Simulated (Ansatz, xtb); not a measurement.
## A geometry optimisation of C2H5ISn with r2SCAN-D4/def2-SVP

The starting geometry of this gas-phase singlet was built from a drawn formula by distance geometry and a force field; its bonds are those of `C/[CH]=[SnH]/[I]`.

| atom | x (Å) | y (Å) | z (Å) |
| --- | --- | --- | --- |
| C | -1.4291 | 1.5267 | 0.7783 |
| C | 0.0581 | 1.5054 | 0.4650 |
| I | 3.8343 | 0.0247 | 0.3628 |
| Sn | 1.1508 | 0.0457 | 0.9818 |
| H | -1.9110 | 0.6414 | 0.3307 |
| H | -1.5402 | 1.5042 | 1.8779 |
| H | -1.8716 | 2.4726 | 0.4433 |
| H | 0.4793 | 2.3403 | -0.0399 |
| H | 0.4356 | -1.2765 | 1.8582 |

Problem. Where would you expect an optimisation with r2SCAN-D4/def2-SVP to take it?

Solution. It keeps its bonds, and is `C/[CH]=[SnH]/[I]`.

The energy falls by 0.47 eV over 17 steps:

```tsv
step	E − E(last) (eV)
1	0.471
3	0.187
5	0.172
6	0.169
8	0.121
10	0.065
12	0.019
13	0.007
15	0.000
17	0.000
```

Final geometry (Å):

```xyz
9

C    -1.4432    1.5878    0.7985
C     0.0211    1.4561    0.5611
I     3.7496    0.0910    0.3947
Sn    1.1941   -0.0272    1.3010
H    -1.9397    0.6394    1.0563
H    -1.7041    2.3398    1.5669
H    -1.9062    1.9538   -0.1396
H     0.5528    2.4039    0.3834
H     0.6817   -1.6599    1.1357
```

From the same start GFN2-xTB ends elsewhere, differing in C2–H9 (1.10 against 3.24 Å here), Sn4–H9 (2.85 against 1.72 Å here).

No frequencies were run, so the end isn't proven a minimum. Atoms past krypton carry core potentials, without spin–orbit terms. Run with Ansatz 0.2.0, 33 s on 2 threads of Intel(R) Xeon(R) Platinum 8488C (Sapphire Rapids), on a shared host.
